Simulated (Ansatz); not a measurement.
Stepwise reaction of `[SiH3][SnH2][Cl]` with hydrogen fluoride, as a gas-phase model of exchange steps in deposition or etching. ΔE in kJ/mol; ΔG adds harmonic PBE0-D4 terms to CCSD(T)/CBS, at 1 bar.

Computed with Ansatz on PBE0-D4/def2-TZVP structures; ΔE is electronic, products minus reactants. CCSD(T)/CBS is the MP2 limit (def2-TZVPP, def2-QZVPP) plus CCSD(T) − MP2 in def2-TZVPP, frozen cores. This one scheme is used for every species. DFT in def2-TZVPP. B3LYP here is the variant with VWN-RPA as its local correlation; programs differ in this. def2 core potentials past Kr. For Sn outer-core shells are correlated without core-valence functions, which leaves a few kJ/mol of doubt a bond.

```
step                                                        reaction  PBE-D4  B3LYP-D4  ωB97M-V  CCSD(T)/CBS  ΔG(500 K)
   2  `[F][SnH]([SiH3])[Cl]` + H–F → `[F][Sn]([F])([SiH3])[Cl]` + H₂   -46.2     -47.9    -43.7        -42.7      -42.6
```

Give the row of step 1, `[SiH3][SnH2][Cl]` + H–F → `[F][SnH]([SiH3])[Cl]` + H₂. (An estimate is asked.)

Ansatz gave: 
```
step                                                reaction  PBE-D4  B3LYP-D4  ωB97M-V  CCSD(T)/CBS  ΔG(500 K)
   1  `[SiH3][SnH2][Cl]` + H–F → `[F][SnH]([SiH3])[Cl]` + H₂   -45.6     -47.7    -42.2        -40.6      -40.4
```

By hand: ΔE of the 2 steps together at CCSD(T)/CBS.

(-40.6) + (-42.7) = -83.3 kJ/mol, or -41.7 kJ/mol a step.

In ΔE the steps differ by no more than 2.1 kJ/mol. All are downhill at CCSD(T)/CBS. ΔG lies between -42.6 and -40.4 kJ/mol a step. PBE-D4 differs from CCSD(T)/CBS by -5.0 to -3.5 kJ/mol a step. Isolated molecules leave out the surface, adducts and barriers. Largest T1 diagnostic: 0.014.
